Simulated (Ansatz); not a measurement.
Cl$_{3}$H$_{4}$InOSi (`[SiH3][OH+][In-]([Cl])([Cl])[Cl]`). Charge 0, multiplicity 1. In: def2 effective core potential. Geometry: relaxed with PBE0-D4/def2-TZVP. It is one conformer, not always the lowest.

```xyz
10

Si    0.991   -1.240    0.600
O    -0.153    0.007    0.695
In   -1.056    1.233   -0.997
Cl    0.826    1.181   -2.351
Cl   -1.362    3.026    0.451
Cl   -2.876   -0.044   -1.619
H     0.811   -2.091    1.799
H     2.352   -0.662    0.571
H     0.651   -1.949   -0.647
H    -0.185    0.540    1.497
```

Question: What is the dipole moment at PBE/def2-TZVPP? (Estimate.)

Answer: Ansatz gave: 4.52 D, with components (2.20, -2.32, 3.19) D in this frame, pointing from negative to positive charge.

Question: And with r2SCAN, B3LYP, ωB97M-V? (An estimate is asked.)

Answer: Ansatz gave: r2SCAN 4.62 D, B3LYP 4.65 D, ωB97M-V 4.67 D.

Question: Give the Mulliken charges with PBE, r2SCAN, ωB97M-V in def2-TZVPP. (Estimate.)

Answer: Computed: 
```
atom    PBE  r2SCAN  ωB97M-V
 Si1   0.34    0.43     0.30
  O2  -0.32   -0.40    -0.39
 In3   0.88    0.98     0.86
 Cl4  -0.35   -0.38    -0.34
 Cl5  -0.36   -0.39    -0.35
 Cl6  -0.34   -0.37    -0.33
  H7  -0.03   -0.05     0.00
  H8  -0.02   -0.04     0.01
  H9  -0.01   -0.02     0.03
 H10   0.21    0.23     0.22
```

B3LYP here is the variant with VWN-RPA as its local correlation; programs differ in this.
